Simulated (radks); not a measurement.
Excited configurations of Li: one electron is placed in a higher orbital outside [He]. The ground configuration is [He] 2s1. All-electron calculation, Dirac Kohn-Sham, PBE, spin-unpolarised, spherical densities, point nucleus; open shells fill j = l - 1/2 first. Program: a radial shooting solver on a logarithmic mesh with Libxc functionals. Excitation = E - E(ground); binding = E(ion) - E, where the ion is the core of charge +1; n* = 1/sqrt(2 binding) in atomic units, and the quantum defect is n - n*.

| outer orbital | excitation (eV) | binding (eV) | n* | quantum defect | eigenvalue (eV) | <r> (bohr) |
|---|---|---|---|---|---|---|
| 3d3/2 | 3.765 | 1.531 | 2.981 | 0.019 | -0.721 | 10.55 |
| 5s1/2 | 4.537 | 0.760 | 4.231 | 0.769 | -0.497 | 29.07 |
| 5d3/2 | 4.665 | 0.632 | 4.642 | 0.358 | -0.399 | 32.27 |
| 5f5/2 | 4.675 | 0.621 | 4.681 | 0.319 | -0.365 | 29.89 |

Estimate the row for 3s1/2.

Answer. excitation (eV) 3.099; binding (eV) 2.198; n* 2.488; quantum defect 0.512; eigenvalue (eV) -1.297; <r> (bohr) 9.596. The Delta-SCF ionisation energy is 5.296 eV (NIST Atomic Spectra Database: 5.392 eV, measured). Self-interaction in the functional shifts the binding energies and quantum defects, so they are the method's values and not measured ones. Spin polarisation and multiplet splitting are left out, so open shells lie too high by an amount that depends on their filling.

Beside tabulated values, note that spin-unpolarised runs miss the spin-polarisation part of the exchange energy of open shells.
